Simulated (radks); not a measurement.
Results of a calculation; reference values are marked as such.
The platinum ion Pt+ inside a hard spherical wall (all orbitals vanish at R), configuration held at [Xe] 4f14 5d9 and not refilled when levels cross. Level of theory: scalar-relativistic Kohn-Sham, LDA (Slater exchange, VWN5 correlation), spin-polarised, spherical densities, finite nucleus; open shells are filled with parallel spins first (spin-orbit coupling, left out, can overturn this in heavy ions); Fermi nuclear charge, rms radius 5.427 fm (a radial shooting solver on a logarithmic mesh with Libxc functionals). Eigenvalues in eV for spin up, with the zero of energy where the potential of the charges vanishes at infinity; a dash marks a level that is unbound or too diffuse for the functional's potential to be trusted. A positive occupied level is held by the wall or, in an anion where self-interaction has pushed it up, behind a barrier. The pressure on the wall is -dE/dV.

| R (bohr) | E (hartree) | kinetic (hartree) | e(5s) | e(4f) | e(5p) | e(5d) | e(6s, empty) | e(6p, empty) | pressure (GPa) |
|---|---|---|---|---|---|---|---|---|---|
| free | -18399.1040 | 20503.908 | -110.63 | -78.818 | -64.875 | -14.856 | -13.400 | -6.913 | 0 |
| 20 | -18399.1040 | 20503.908 | -110.63 | -78.818 | -64.875 | -14.856 | -13.400 | -6.913 | < 0.0001 |
| 15 | -18399.1040 | 20503.908 | -110.63 | -78.818 | -64.875 | -14.856 | -13.400 | -6.913 | < 0.0001 |
| 8 | -18399.1040 | 20503.910 | -110.63 | -78.810 | -64.868 | -14.850 | -13.391 | -6.807 | 0.00577 |
| 7 | -18399.1035 | 20503.915 | -110.60 | -78.781 | -64.840 | -14.825 | -13.351 | -6.599 | 0.0490 |
| 6 | -18399.1005 | 20503.943 | -110.46 | -78.640 | -64.708 | -14.707 | -13.166 | -5.995 | 0.423 |
| 5 | -18399.0818 | 20504.084 | -109.88 | -78.036 | -64.155 | -14.205 | -12.362 | -4.189 | 3.82 |
| 2.5 | -18396.2622 | 20516.976 | -89.623 | -54.932 | -44.920 | 7.708 | 31.523 | 56.958 | 2400 |
